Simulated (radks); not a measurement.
Ionisation of the nickel ion Ni+, [Ar] 3d9, to [Ar] 3d8 as the strength of local exchange is varied. Method: non-relativistic Kohn-Sham, Slater X-alpha exchange (alpha = 2/3 is LDA exchange), no correlation, spin-polarised, spherical densities, point nucleus; open shells are filled with parallel spins first; computed with a radial shooting solver on a logarithmic mesh with Libxc functionals.

| alpha | E(Ni+) (hartree) | exchange (hartree) | IE (eV) | -e of the level emptied (eV) | <r> of it (bohr) |
|---|---|---|---|---|---|
| 0.592 | -1496.49928 | -51.11594 | 17.284 | 10.522 (3d) | 1.115 |
| 0.667 | -1502.99071 | -57.86906 | 18.487 | 11.499 (3d) | 1.089 |
| 0.709 | -1506.63952 | -61.67785 | 19.190 | 12.077 (3d) | 1.075 |
| 0.721 | -1507.68383 | -62.76964 | 19.394 | 12.246 (3d) | 1.071 |
| 0.808 | -1515.27890 | -70.73223 | 20.929 | 13.529 (3d) | 1.044 |
| 0.884 | -1521.94786 | -77.75558 | 22.345 | 14.730 (3d) | 1.021 |
| 0.889 | -1522.38772 | -78.21985 | 22.440 | 14.811 (3d) | 1.020 |

NIST Atomic Spectra Database: 18.169 eV (measured). The Delta-SCF value meets it near alpha = 0.65. Open shells are spherical and high-spin; term and fine-structure splittings are not resolved.
